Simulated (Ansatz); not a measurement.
Two isomers of C2H5ClOSi: A = `ClC1C[SiH2]O1`, B = `O[SiH2]/C=C/Cl`.

Isolated molecules relaxed with PBE0-D4/def2-TZVP in Ansatz; ΔE leaves out vibrations. CBS: MP2 limit from def2 TZ/QZ plus the TZ coupled-cluster correction, frozen cores. Functionals use def2-TZVPP. B3LYP here is the variant with VWN-RPA as its local correlation; programs differ in this. One conformer a species, not always the lowest.

(1) Which isomer does CCSD(T)/CBS put lower? Give the gap. (Estimate.)

(2) Give E(B) − E(A) in kJ/mol with CCSD/def2-TZVPP, B3LYP-D4, MP2/def2-TZVPP, B2PLYP, CCSD(T)/def2-TZVPP, B3LYP, HF/def2-TZVPP. (Best estimate.)

Largest T1 diagnostic: 0.012.

## Answers

(1) Computed: B, by 38.5 kJ/mol.

(2) Ansatz gave: CCSD/def2-TZVPP -37.3, B3LYP-D4 -43.7, MP2/def2-TZVPP -34.3, B2PLYP -42.9, CCSD(T)/def2-TZVPP -36.8, B3LYP -47.2, HF/def2-TZVPP -50.6. None reverses the order clearly.

The D4 term adds +3.5 kJ/mol with B3LYP and +1.5 kJ/mol with PBE0; it sums over pairs of atoms, weighted by their polarisabilities, and B3LYP, whose exchange is more repulsive, gets the larger term. In def2-TZVPP, CCSD(T) changes the Hartree–Fock value by +13.9 kJ/mol (the triples alone add +0.5 kJ/mol) and MP2 by +16.4 kJ/mol.
